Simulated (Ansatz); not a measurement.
Ansatz (a quantum-chemistry and plane-wave program) input (RI-MP2/def2-TZVPP):
A basis named .json is the Basis Set Exchange file of that set.

Ansatz 0.2 input:
```yaml
crystal:
  periodic: [false, false, false]
  atoms:
    - {symbol: Cu, position_ang: [-0.00000000, -0.00000000, -0.83767777]}
    - {symbol: Cl, position_ang: [0.00000000, 0.00000000, 1.42897973]}
basis:
  gaussian:
    orbitals: def2-TZVPP
    fitting: {mean_field: def2-universal-jkfit, correlation: def2-TZVPP-RIFIT.json}
total_charge: -1
magnetization: {spin_polarized: true, initial_magnetization: 1}
correlation: {method: mp2, electrons: outside_noble_gas}
```

End of the output:

```
integrals: 0.04 GiB planned
392 factors; integrals over basis functions are off by at most 1.4e0 eV
339 factors; integrals over basis functions are off by at most 1.7e2 eV
mean field: 0.25 GiB planned
mean field evaluation 1: about -57101.9573 eV, gradient 2.4e1 eV
mean field evaluation 2: about -57102.0143 eV, gradient 3.2e1 eV
mean field evaluation 4: about -57103.4568 eV, gradient 1.4e0 eV
mean field evaluation 8: about -57103.5074 eV, gradient 6.5e-3 eV
mean field evaluation 16: about -57099.6135 eV, gradient 1.8e-2 eV
mean field evaluation 32: about -57090.6992 eV, gradient 5.2e1 eV
mean field evaluation 64: about -57102.9246 eV, gradient 2.9e-2 eV
mean field evaluation 96: about -57097.4204 eV, gradient 8.6e0 eV
mean field evaluation 128: about -57098.8618 eV, gradient 8.3e0 eV
mean field -57103.50743594 eV, -2098.5151921232 hartree, gradient 1.8e-6 eV, S^2 0.755603; 14 other end points of the search recorded, 0 dependent functions left out
14 core orbitals not correlated
reference -57103.50743594 eV, -2098.5151921232 hartree; 10, 9 occupied and 82, 83 virtual orbitals, 339 factors
second order -18.99340150 eV of doubles, -0.00000000 eV of singles
Total energy: -57122.50083743 eV, -2099.2131867540 hartree
```

The spin state was set by rule; other spins were not relaxed.
